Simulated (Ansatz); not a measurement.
Te9Pb8⁻. The state is a doublet with charge -1. Geometry PBE-D4/def2-SVP; atoms count from 1.

```xyz
17

Pb   -0.6243    4.6555    0.4519
Pb   -0.7517    1.2487   -0.9765
Pb    1.5779   -3.8401    1.6715
Pb    3.0993   -0.2081   -0.3774
Pb    2.0180    3.3313   -2.4073
Pb    0.2218   -2.5509   -1.8286
Pb   -0.8323    1.0805    3.2983
Pb   -2.3346   -2.2153    1.0356
Te    3.2396   -3.2895   -0.7390
Te    1.8746    2.9195    0.5884
Te    0.5785   -0.9172    1.2926
Te   -0.9433    3.9784   -2.5100
Te   -2.6686   -1.1390   -1.7414
Te   -2.7955   -1.0681    3.8222
Te    1.7467    0.3063   -2.9937
Te   -2.5699    2.4937    1.3154
Te   -0.8363   -4.7860    0.0978
```

In the def2 sets Pb, Te take a core potential; there is no spin–orbit coupling. Single mean-field runs in def2-SVP are fitted with def2-universal-jkfit. The structure comes from a short search, and lower isomers may exist.

Problem. Estimate the Mulliken populations from the PBE0/def2-SVP orbitals of Ansatz.

Solution. 
```csv
atom,charge (e),spin (α − β)
Pb1,0.32,0.00
Pb2,0.48,-0.01
Pb3,0.39,0.00
Pb4,0.43,0.00
Pb5,0.34,0.00
Pb6,0.53,0.00
Pb7,0.37,-0.02
Pb8,0.46,-0.06
Te9,-0.52,0.02
Te10,-0.54,0.01
Te11,-0.53,0.00
Te12,-0.46,0.00
Te13,-0.45,0.31
Te14,-0.45,0.49
Te15,-0.50,0.01
Te16,-0.42,0.04
Te17,-0.46,0.22
```
Mulliken values depend strongly on the basis.

Problem. Where does the spin sit?

Solution. Summed by element: Pb -0.09, Te 1.09, of 1 unpaired in all. Largest on single atoms: Te14 0.49, Te13 0.31, Te17 0.22.

Problem. And the Mayer bond orders between heavy atoms (over 0.3)?

Solution. Pb1–Te10 0.72 (3.05 Å); Pb1–Te12 0.76 (3.06 Å); Pb1–Te16 0.79 (3.03 Å); Pb2–Te12 0.54 (3.14 Å); Pb2–Te13 0.50 (3.16 Å); Pb2–Te16 0.45 (3.18 Å); Pb3–Te9 0.90 (2.98 Å); Pb3–Te11 0.53 (3.11 Å); Pb3–Te17 0.77 (3.03 Å); Pb4–Te9 0.65 (3.11 Å); Pb4–Te11 0.47 (3.11 Å); Pb4–Te15 0.84 (2.99 Å); Pb5–Te10 0.80 (3.03 Å); Pb5–Te12 0.81 (3.03 Å); Pb5–Te15 0.66 (3.09 Å); Pb6–Te9 0.41 (3.29 Å); Pb6–Te13 0.55 (3.22 Å); Pb6–Te17 0.59 (3.13 Å); Pb7–Te11 0.42 (3.16 Å); Pb7–Te14 0.91 (2.96 Å); Pb7–Te16 0.86 (2.99 Å); Pb8–Te11 0.40 (3.20 Å); Pb8–Te13 0.74 (3.00 Å); Pb8–Te14 0.62 (3.05 Å); Pb8–Te17 0.59 (3.12 Å).
